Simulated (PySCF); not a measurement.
**Spin states and ions at one geometry of [PbF3]+**

PySCF 2.14.0, RKS PBE, Pb def2-SVP with ECP60, F def2-SVP; non-relativistic Hamiltonian with scalar-relativistic core potentials where named; density fitting; no spin-orbit coupling; singlets restricted, open shells unrestricted. The geometry is relaxed for charge +1, singlet, vacuum:

```xyz
4

Pb   -0.0481   -0.0001    0.0000
F     1.9633   -0.0015    0.0003
F    -0.9559    1.7914   -0.0001
F    -0.9592   -1.7898   -0.0001
```

Energies count from the relaxed state; an electron taken off or put on is at rest in vacuum. Charges and spins are Mulliken's.

```csv
state,energy (eV),spin squared,charge on Pb1 (e),spin on Pb1 (e),dipole about the centre of mass (D)
"charge +1, singlet, vacuum",0.00,0.00,1.53,0.00,0.36
"charge +1, triplet, vacuum",2.11,2.00,1.35,0.37,0.24
"charge +2, doublet, vacuum",19.89,0.75,1.82,-0.06,0.07
```

Question: What does the state charge 0, doublet, vacuum give?

Answer: energy (eV) -10.17, spin squared 0.75, charge on Pb1 (e) 1.02, spin on Pb1 (e) 0.34, dipole about the centre of mass (D) 0.35.

With an electron taken off (doublet) the charges change, summed by element, by Pb +0.29 e, F +0.71 e. The vertical ionisation energy is 19.89 eV, against −ε(HOMO) = 16.04 eV of the relaxed state. The level lies 3.9 eV too high, as is usual for semilocal functionals and global hybrids, which keep a self-interaction error.

With an electron put on (doublet) the charges change, summed by element, by Pb -0.51 e, F -0.49 e. The vertical electron affinity is 10.17 eV, against −ε(LUMO) = 13.83 eV of the relaxed state.

Open shells may have lower solutions than those found. Hard to converge, so the more doubtful: charge +1, triplet, vacuum; charge +2, doublet, vacuum.
